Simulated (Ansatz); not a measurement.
silicon atom (Si), triplet. Base run: Ansatz (a quantum-chemistry and plane-wave program) with B3LYP/aug-cc-pVDZ.

Ansatz was given this input:
Ansatz 0.2 input:
```yaml
crystal:
  periodic: [false, false, false]
  atoms:
    - {symbol: Si, position_ang: [0.00000000, 0.00000000, 0.00000000]}
basis:
  gaussian:
    orbitals: aug-cc-pVDZ
hamiltonian:
  xc: b3lyp
magnetization: {spin_polarized: true, initial_magnetization: 2}
```

Variants of this job, named by their change:

| change | E (Eh) | SCF-reference <S^2> |
|---|---|---|
| base | -289.38984 | 2.004 |
| functional = cam_b3lyp | -289.37447 | 2.004 |
| functional = PBE0-DH | -289.22388 | 2.007 |
| functional = lc_wpbe | -289.26699 | 2.007 |
| functional = B2PLYP | -289.24962 | 2.007 |
| functional = hf | -288.85094 | 2.014 |
| functional = BHLYP | -289.37626 | 2.005 |
| functional = blyp | -289.37388 | 2.003 |
| functional = PBE-QIDH | -289.15593 | 2.009 |
| functional = B97M-V | -289.29100 | 2.004 |
| functional = SVWN5 | -288.20266 | 2.001 |
| functional = pbe0 | -289.24821 | 2.005 |
| functional = wB97X-V | -289.31621 | 2.004 |

Absolute energies of different levels of theory aren't comparable as measures of quality.
